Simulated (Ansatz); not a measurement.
GeH6OSSi can be A, `O[SiH2][GeH2][SH]`, or B, `[OH][GeH]([SiH3])[SH]`.

Calculated with Ansatz (gas phase, PBE0-D4/def2-TZVP geometries, no zero-point term in ΔE). CBS: MP2 limit from def2 TZ/QZ plus the TZ coupled-cluster correction, frozen cores. Functionals use def2-TZVPP. B3LYP here is the variant with VWN-RPA as its local correlation; programs differ in this. For Ge outer-core shells are correlated without core-valence functions, which leaves a few kJ/mol of doubt a bond. Scalar relativity is left out up to krypton. One conformer a species, not always the lowest.

Question: Which is lower in electronic energy at CCSD(T)/CBS, and by how much? (Estimate.)

Answer: The calculation gave: A, by 43.0 kJ/mol.

Question: Give E(B) − E(A) in kJ/mol with CCSD(T)/def2-TZVPP, B2PLYP, ωB97M-V, B3LYP-D4, MP2/def2-TZVPP, HF/def2-TZVPP, r2SCAN-D4. (Best estimate.)

Answer: Computed: CCSD(T)/def2-TZVPP 39.6, B2PLYP 41.1, ωB97M-V 43.1, B3LYP-D4 41.5, MP2/def2-TZVPP 40.3, HF/def2-TZVPP 47.2, r2SCAN-D4 40.8. None reverses the order clearly.

Largest T1 diagnostic: 0.012.

In def2-TZVPP, CCSD(T) changes the Hartree–Fock value by −7.6 kJ/mol (the triples alone add −2.4 kJ/mol) and MP2 by −6.9 kJ/mol. From PBE to PBE0 (25 % exact exchange), in def2-TZVPP and without D4, E(B) − E(A) moves by +4.7 kJ/mol.
